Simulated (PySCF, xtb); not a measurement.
Si(F)(SH)3 (FH3S3Si), SMILES F[Si](S)(S)S.

GFN2-xTB run with xtb at its own geometry gives an orbital gap of 4.91 eV and a dipole moment of 1.19 D.

The structure is a stationary point at r2SCAN-D4/def2-SVP. The structure was generated by enumeration, and PubChem lists no compound with its InChIKey, so it may never have been made. Other conformers were not sampled.

**Question.** What does PySCF with M06-2X/def2-TZVP give? (An estimate is asked for; the answer gives what the named calculation found.)

**Answer.** gap 9.94 eV (levels -9.22 and 0.72 eV), dipole 0.41 D.
